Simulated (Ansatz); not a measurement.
Results of the Gaussian-basis code of Ansatz.

Basis-set series for Ge4H10Si (`[SiH2]1[GeH2][GeH2][GeH2][GeH2]1`). Total charge 0; spin multiplicity 1. All single points use the PBE0-D4/def2-TZVP geometry.

| functional | basis | functions | energy (Eh) | HOMO (eV) | LUMO (eV) |
| --- | --- | --- | --- | --- | --- |
| PBE0-D4 | def2-TZVPP | 374 | -8602.41851 | -7.55 | -0.74 |
| PBE0-D4 | def2-QZVPP | 726 | -8602.60710 | -7.54 | -0.78 |
| ωB97M-V | def2-TZVPP | 374 | -8603.05411 | -9.46 | 0.98 |
| ωB97M-V | def2-QZVPP | 726 | -8603.23777 | -9.45 | 0.89 |

**Question.** Give the rows for def2-SVP. (Best estimate.)

**Answer.** The calculation gave: 
```tsv
functional	basis	functions	energy (Eh)	HOMO (eV)	LUMO (eV)
PBE0-D4	def2-SVP	196	-8601.26954	-7.57	-0.65
ωB97M-V	def2-SVP	196	-8601.90629	-9.46	1.15
```

Positive LUMOs are unbound and depend on the basis. Scalar relativity is left out up to krypton.
